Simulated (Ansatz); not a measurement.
(I2In-mu-H)3 (In3H3I6). The state is a triplet with charge 0. Geometry PBE-D4/def2-SVP, that of the neutral singlet; atoms count from 1.

```csv
atom,x (Å),y (Å),z (Å)
In1,-1.796,-0.723,-0.700
I2,-2.456,-2.675,-2.419
I3,-3.463,0.898,0.646
H4,-0.515,0.414,-1.538
In5,0.963,1.515,-1.037
I6,3.064,0.674,-2.482
I7,0.069,4.029,-0.765
H8,1.127,0.773,0.713
In9,0.844,-0.838,1.697
I10,2.936,-2.454,1.219
I11,-0.188,-0.169,4.082
H12,-0.586,-1.444,0.585
```

In the def2 sets I, In take a core potential; there is no spin–orbit coupling. Single mean-field runs in def2-TZVP are fitted with def2-universal-jkfit. At PBE0-D4/def2-TZVP a singlet of charge 0 lies 3.15 eV below the triplet at the same geometry.

Estimate the Mulliken populations from the PBE0/def2-TZVP orbitals of Ansatz.


| atom | charge (e) | spin (α − β) |
| --- | --- | --- |
| In1 | 0.50 | 0.12 |
| I2 | -0.27 | 0.03 |
| I3 | -0.23 | 0.14 |
| H4 | -0.09 | 0.05 |
| In5 | 0.51 | 0.12 |
| I6 | -0.24 | 0.12 |
| I7 | -0.27 | 0.03 |
| H8 | -0.06 | -0.01 |
| In9 | 0.42 | 0.30 |
| I10 | -0.12 | 0.54 |
| I11 | -0.11 | 0.56 |
| H12 | -0.05 | -0.01 |
Mulliken values and Mayer orders depend strongly on the basis.

Where does the spin sit?

Summed by element: In 0.54, I 1.43, H 0.03, of 2 unpaired in all. Largest on single atoms: I11 0.56, I10 0.54, In9 0.30.

And the Mayer bond orders between bonded heavy atoms (over 0.3)?

In1–I2 0.98 (2.68 Å); In1–I3 0.92 (2.69 Å); In5–I6 0.93 (2.68 Å); In5–I7 0.99 (2.68 Å); In9–I10 0.73 (2.69 Å); In9–I11 0.72 (2.68 Å).
